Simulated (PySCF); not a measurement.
C4H9O3Si (SMILES C=C[Si]([O])(OC)OC), doublet, geometry from GFN2-xTB; B3LYP5/STO-3G in PySCF.

Here is a job for PySCF.
```python
from pyscf import gto, scf, dft

mol = gto.Mole()
mol.atom = '''
    C    -1.16378327    2.32077789   -0.05444850
    C    -0.20918460    1.61039233    0.46448743
    Si    0.17195920   -0.25332511   -0.23780180
    O     0.23081552   -0.04888493   -1.75200223
    O    -1.03336833   -0.98953057    0.58055555
    C    -2.35345598   -0.98209564    0.15310211
    O     1.42126644   -0.66730468    0.71372810
    C     2.75347124   -0.53276168    0.33469852
    H    -1.42283444    3.29964269    0.33355655
    H    -1.73379526    1.99095718   -0.90701580
    H     0.43190449    1.84288055    1.29258962
    H    -2.42452562   -1.17284166   -0.91923206
    H    -2.88925905   -1.75808322    0.70236234
    H    -2.81735583   -0.01255099    0.36673452
    H     3.33276586   -1.29381403    0.86055344
    H     3.12893806    0.45592086    0.61599108
    H     2.87473949   -0.65767598   -0.74160333
'''
mol.basis = 'sto-3g'
mol.spin = 1
mol.verbose = 4
mol.build()

mf = dft.UKS(mol)
mf.xc = 'b3lyp5'
mf.grids.atom_grid = (99, 590)
mf.grids.prune = None
mf.kernel()
```

What the program printed (banner, timings and long lists left out):

```
PySCF version 2.14.0

[INPUT] verbose = 4
[INPUT] num. atoms = 17
[INPUT] num. electrons = 71
[INPUT] charge = 0
[INPUT] spin (= nelec alpha-beta = 2S) = 1
[INPUT] symmetry False subgroup None
[INPUT] Mole.unit = angstrom
[INPUT] Symbol           X                Y                Z      unit          X                Y                Z       unit  Magmom
[INPUT]  1 C     -1.163783270000   2.320777890000  -0.054448500000 AA   -2.199231648651   4.385634608046  -0.102892752893 Bohr   0.0
[INPUT]  2 C     -0.209184600000   1.610392330000   0.464487430000 AA   -0.395301603477   3.043200456800   0.877754031003 Bohr   0.0
[INPUT]  3 Si     0.171959200000  -0.253325110000  -0.237801800000 AA    0.324955792599  -0.478715078375  -0.449380273929 Bohr   0.0
[INPUT]  4 O      0.230815520000  -0.048884930000  -1.752002230000 AA    0.436178118099  -0.092379129319  -3.310804384327 Bohr   0.0
[INPUT]  5 O     -1.033368330000  -0.989530570000   0.580555550000 AA   -1.952783129499  -1.869941769185   1.097090989596 Bohr   0.0
[INPUT]  6 C     -2.353455980000  -0.982095640000   0.153102110000 AA   -4.447387248420  -1.855891787729   0.289321056993 Bohr   0.0
[INPUT]  7 O      1.421266440000  -0.667304680000   0.713728100000 AA    2.685804321636  -1.261023086841   1.348750636406 Bohr   0.0
[INPUT]  8 C      2.753471240000  -0.532761680000   0.334698520000 AA    5.203306535467  -1.006773664863   0.632488537097 Bohr   0.0
[INPUT]  9 H     -1.422834440000   3.299642690000   0.333556550000 AA   -2.688767412199   6.235420993023   0.630330526555 Bohr   0.0
[INPUT] 10 H     -1.733795260000   1.990957180000  -0.907015800000 AA   -3.276398197469   3.762363795936  -1.714011452653 Bohr   0.0
[INPUT] 11 H      0.431904490000   1.842880550000   1.292589620000 AA    0.816181198070   3.482539519788   2.442640373256 Bohr   0.0
[INPUT] 12 H     -2.424525620000  -1.172841660000  -0.919232060000 AA   -4.581689403791  -2.216349524880  -1.737096838320 Bohr   0.0
[INPUT] 13 H     -2.889259050000  -1.758083220000   0.702362340000 AA   -5.459908307421  -3.322295789993   1.327272462809 Bohr   0.0
[INPUT] 14 H     -2.817355830000  -0.012550990000   0.366734520000 AA   -5.324030914147  -0.023717933692   0.693027803224 Bohr   0.0
[INPUT] 15 H      3.332765860000  -1.293814030000   0.860553440000 AA    6.298014712701  -2.444954172820   1.626210317152 Bohr   0.0
[INPUT] 16 H      3.128938060000   0.455920860000   0.615991080000 AA    5.912835994128   0.861565559876   1.164054436375 Bohr   0.0
[INPUT] 17 H      2.874739490000  -0.657675980000  -0.741603330000 AA    5.432470315572  -1.242827480905  -1.401427186765 Bohr   0.0

nuclear repulsion = 483.791452734265
number of shells = 35
number of NR pGTOs = 159
number of NR cGTOs = 53
basis = sto-3g
ecp = {}

******** <class 'pyscf.dft.uks.UKS'> ********
method = UKS
initial guess = minao
damping factor = 0
level_shift factor = 0
DIIS = <class 'pyscf.scf.diis.CDIIS'>
diis_start_cycle = 1
diis_space = 8
diis_damp = 0
SCF conv_tol = 1e-09
SCF conv_tol_grad = None
SCF max_cycles = 50
direct_scf = True
direct_scf_tol = 1e-13
number electrons alpha = 36  beta = 35
XC library pyscf.dft.libxc version 7.1.2
    S. Lehtola, C. Steigemann, M. J. T. Oliveira, and M. A. L. Marques,  SoftwareX 7, 1–5 (2018)
XC functionals = b3lyp5
    P. A. M. Dirac,  Math. Proc. Cambridge Philos. Soc. 26, 376 (1930)
    F. Bloch,  Z. Phys. 57, 545 (1929)
    A. D. Becke,  Phys. Rev. A 38, 3098 (1988)
    C. Lee, W. Yang, and R. G. Parr,  Phys. Rev. B 37, 785 (1988)
    B. Miehlich, A. Savin, H. Stoll, and H. Preuss,  Chem. Phys. Lett. 157, 200 (1989)
    S. H. Vosko, L. Wilk, and M. Nusair,  Can. J. Phys. 58, 1200 (1980)
radial grids:
    Treutler-Ahlrichs [JCP 102, 346 (1995); DOI:10.1063/1.469408] (M4) radial grids

becke partition: Becke, JCP 88, 2547 (1988); DOI:10.1063/1.454033
pruning grids: None
grids dens level: 3
symmetrized grids: False
atomic radii adjust function: <function treutler_atomic_radii_adjust>
User specified grid scheme (99, 590)
small_rho_cutoff = 0
Set gradient conv threshold to 3.16228e-05
tot grids = 992976
init E= -665.300887264946

cycle= 1 E= -663.781900202753  delta_E= 1.52  |g|= 0.676  |ddm|= 3.73
cycle= 2 E= -659.492618831807  delta_E= 4.29  |g|= 1.97  |ddm|= 3.86
cycle= 3 E= -663.908699326353  delta_E= -4.42  |g|= 0.653  |ddm|= 3.51
cycle= 4 E= -664.143596777328  delta_E= -0.235  |g|= 0.375  |ddm|= 1.45
cycle= 5 E= -664.209513029217  delta_E= -0.0659  |g|= 0.189  |ddm|= 0.477
cycle= 6 E= -664.221864933595  delta_E= -0.0124  |g|= 0.143  |ddm|= 0.148
cycle= 7 E= -664.235021482046  delta_E= -0.0132  |g|= 0.0593  |ddm|= 0.177
cycle= 8 E= -664.237475820875  delta_E= -0.00245  |g|= 0.0143  |ddm|= 0.105
cycle= 9 E= -664.237615587127  delta_E= -0.00014  |g|= 0.00269  |ddm|= 0.0239
cycle= 10 E= -664.237622244775  delta_E= -6.66e-06  |g|= 0.00136  |ddm|= 0.00555
cycle= 11 E= -664.237626091699  delta_E= -3.85e-06  |g|= 0.000685  |ddm|= 0.00545
cycle= 12 E= -664.237628077168  delta_E= -1.99e-06  |g|= 0.000396  |ddm|= 0.00369
cycle= 13 E= -664.237630640808  delta_E= -2.56e-06  |g|= 0.000325  |ddm|= 0.00599
cycle= 14 E= -664.237633566154  delta_E= -2.93e-06  |g|= 0.000228  |ddm|= 0.0091
cycle= 15 E= -664.237635558018  delta_E= -1.99e-06  |g|= 0.000104  |ddm|= 0.0113
cycle= 16 E= -664.237635871829  delta_E= -3.14e-07  |g|= 4.41e-05  |ddm|= 0.00516
cycle= 17 E= -664.237635893947  delta_E= -2.21e-08  |g|= 2.58e-05  |ddm|= 0.00109
cycle= 18 E= -664.237635897515  delta_E= -3.57e-09  |g|= 2.59e-05  |ddm|= 0.000451
cycle= 19 E= -664.237635898404  delta_E= -8.89e-10  |g|= 7.68e-06  |ddm|= 9.62e-05
Extra cycle  E= -664.237635898509  delta_E= -1.05e-10  |g|= 7.48e-06  |ddm|= 3.25e-05
converged SCF energy = -664.237635898509  <S^2> = 0.7559765  2S+1 = 2.0059676
```
